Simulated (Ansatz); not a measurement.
Clusters of 9 atoms, II-VI: gap (eV) at several levels, gas phase, relaxed structures; Ansatz. Clusters are the lowest isomers that short searches found in that spin, judged at the geometry's level. Core potentials for Cd, Hg, Sr in the def2 sets, no spin–orbit coupling. HOMO and LUMO are taken over both spins. The structures are stationary points that may keep the symmetry of their start. Remarks come from the PBE and PBE0 runs and from stability tests at other levels; not every state was tested.

```csv
species,state,geometry,PBE-D4/def2-SVP,PBE-D4/def2-TZVP,r2SCAN-D4/def2-TZVP,PBE0-D4/def2-SVP,PBE0-D4/def2-TZVP,remarks
Mg4Se5,singlet,PBE-D4/def2-SVP,1.65,1.67,1.88,2.92,2.93,restricted SCF unstable in HF
Be5Se4,singlet,B3LYP-D4/def2-SVP,2.94,2.98,3.39,4.67,4.71,–
Cd4S5,singlet,PBE-D4/def2-SVP,1.25,1.31,1.64,2.92,2.98,–
Sr5S4,singlet,PBE0-D4/def2-SVP,1.05,1.06,1.35,1.98,1.98,restricted SCF unstable in HF
Be5S4⁺,doublet,PBE-D4/def2-SVP,1.16,1.15,1.70,2.80,2.77,–
Be4Se5,singlet,PBE0-D4/def2-SVP,1.70,1.80,2.25,3.48,3.59,–
```

Task: Estimate the rows for Hg4O5 (with 2 O–O bonds) (singlet, B3LYP-D4/def2-SVP geometry); Be5Se4⁺ (doublet, r2SCAN-D4/def2-SVP geometry); Mg5S4 (singlet, B3LYP-D4/def2-SVP geometry).

Result: 
| species | state | geometry | PBE-D4/def2-SVP | PBE-D4/def2-TZVP | r2SCAN-D4/def2-TZVP | PBE0-D4/def2-SVP | PBE0-D4/def2-TZVP | remarks |
| --- | --- | --- | --- | --- | --- | --- | --- | --- |
| Hg4O5 (with 2 O–O bonds) | singlet | B3LYP-D4/def2-SVP | 2.20 | 2.24 | 2.51 | 4.08 | 4.12 | – |
| Be5Se4⁺ | doublet | r2SCAN-D4/def2-SVP | 0.73 | 0.81 | 1.39 | 2.28 | 2.39 | – |
| Mg5S4 | singlet | B3LYP-D4/def2-SVP | 1.83 | 1.83 | 2.11 | 3.10 | 3.10 | restricted SCF unstable in HF |
